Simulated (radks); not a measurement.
The numbers below are computed, except where a source is named.
Sn, 50 electrons, occupied as [Kr] 4d10 5s2 5p2. Level of theory: Dirac Kohn-Sham, exchange-only B88, spin-unpolarised, spherical densities, finite nucleus; open shells are shared between the two j in proportion to 2j + 1; Fermi nuclear charge, rms radius 4.6519 fm (a radial shooting solver on a logarithmic mesh with Libxc functionals). Some entries of the table are withheld. Estimate them.

| orbital | occ. | eigenvalue (eV) | r(max) (bohr) |
|---|---|---|---|
| 1s1/2 | 2 | -28996.89 | 0.01877 |
| 2s1/2 | 2 | -4375.369 | 0.1062 |
| 2p1/2 | 2 | -4087.402 | (1) |
| 2p3/2 | 4 | -3856.651 | (2) |
| 3s1/2 | 2 | -843.2437 | (3) |
| 3p1/2 | 2 | -726.2244 | 0.2941 |
| 3p3/2 | 4 | -684.0984 | 0.3044 |
| 3d3/2 | 4 | -477.1142 | (4) |
| 3d5/2 | 6 | -468.4171 | (5) |
| 4s1/2 | 2 | -132.6865 | 0.7457 |
| 4p1/2 | 2 | -93.7742 | 0.7716 |
| 4p3/2 | 4 | -86.1800 | 0.7962 |
| 4d3/2 | 4 | -25.3889 | 0.8812 |
| 4d5/2 | 6 | -24.3476 | 0.8909 |
| 5s1/2 | 2 | (6) | 2.014 |
| 5p1/2 | 0.666667 | -3.3226 | 2.492 |
| 5p3/2 | 1.33333 | -2.8952 | 2.615 |

Answer. 
(1) 2p1/2 r(max) (bohr): 0.08178
(2) 2p3/2 r(max) (bohr): 0.08630
(3) 3s1/2 r(max) (bohr): 0.3078
(4) 3d3/2 r(max) (bohr): 0.2493
(5) 3d5/2 r(max) (bohr): 0.2522
(6) 5s1/2 eigenvalue (eV): -9.7856
